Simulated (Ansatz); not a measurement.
A nudged elastic band was laid between two geometries of AlCl2H3Si + H2 (9 atoms, charge 0, multiplicity 1).

The calculation used Ansatz, RKS B3LYP-D4/6-31G*.

```json
{"movable images": "6", "climbing image": "no", "spring": "5.0 eV/Å²", "optimiser": "quadratic models (default)", "start path": "through a guess of the saddle point", "force threshold": "0.05 eV/Å", "iteration limit": "60", "end points": "relaxed"}
```

First end point:

```xyz
9
Properties=species:S:1:pos:R:3
Al -0.462 1.060 -0.373
Si 1.456 -0.441 -0.387
Cl -1.952 0.978 -1.866
Cl -0.677 2.580 1.078
H -1.673 -1.166 1.382
H -2.289 -0.750 1.345
H 2.572 0.172 -1.160
H 1.928 -0.695 1.001
H 1.097 -1.738 -1.021
```

Last end point:

```xyz
9
Properties=species:S:1:pos:R:3
Al -1.563 0.798 0.236
Si 1.311 -0.785 -0.136
Cl -1.733 0.802 -1.876
Cl -0.503 2.411 1.107
H -0.097 -0.560 0.362
H -2.517 -0.091 1.108
H 1.708 0.402 -0.919
H 2.139 -0.964 1.078
H 1.253 -2.013 -0.960
```

(1) What changes between the two ends?

(2) What energy profile does the band end with?

(3) What is the geometry of the highest image?

Answers

(1) Bonds broken: Al1–Si2, H5–H6. Bonds formed: Al1–H6, Si2–H5. AlCl2H3Si + H2 becomes AlCl2H + H4Si.

(2) It converged. The highest image is number 4 of 0 to 7, 35.2 kcal/mol above the first end and 41.3 kcal/mol above the last; the last end lies 6.0 kcal/mol below the first. No image climbed, so the highest image needn't sit at the top of the path. The orbitals stay closed-shell, which can raise the energy where a bond breaks towards radicals; this wasn't checked here.

| image | path coordinate (Å) | energy (kcal/mol) | Al1–Si2 (Å) | H5–H6 (Å) | Al1–H6 (Å) |
| --- | --- | --- | --- | --- | --- |
| 0 | 0.00 | 0.0 | 2.44 | 0.74 | 3.09 |
| 1 | 0.51 | 0.4 | 2.43 | 0.74 | 2.77 |
| 2 | 1.03 | 3.2 | 2.41 | 0.75 | 2.39 |
| 3 | 1.54 | 13.6 | 2.41 | 0.77 | 2.07 |
| 4 | 2.06 | 35.2 | 2.56 | 1.01 | 1.75 |
| 5 | 2.57 | 17.0 | 2.79 | 1.55 | 1.60 |
| 6 | 3.08 | -2.8 | 3.08 | 2.10 | 1.56 |
| 7 | 3.60 | -6.0 | 3.30 | 2.57 | 1.57 |

(3) 
```xyz
9
Properties=species:S:1:pos:R:3:forces:R:3
Al -0.963 0.824 -0.030 0.46 0.00 -0.20
Si 1.117 -0.662 -0.122 0.07 0.17 -0.11
Cl -1.853 0.854 -1.929 -0.12 0.01 0.04
Cl -0.555 2.508 1.154 -0.11 0.00 0.04
H -0.764 -0.661 0.680 -0.64 -0.02 0.29
H -1.709 -0.422 0.953 0.13 -0.18 0.04
H 1.801 0.375 -0.942 0.27 -0.05 -0.09
H 1.887 -0.886 1.131 -0.03 0.03 -0.01
H 1.037 -1.930 -0.896 -0.02 0.03 0.00
```

Time of the run: 110 s on 2 threads of Intel(R) Xeon(R) Platinum 8375C CPU @ 2.90GHz (Ice Lake), on a shared host, peak memory 0.21 GiB.
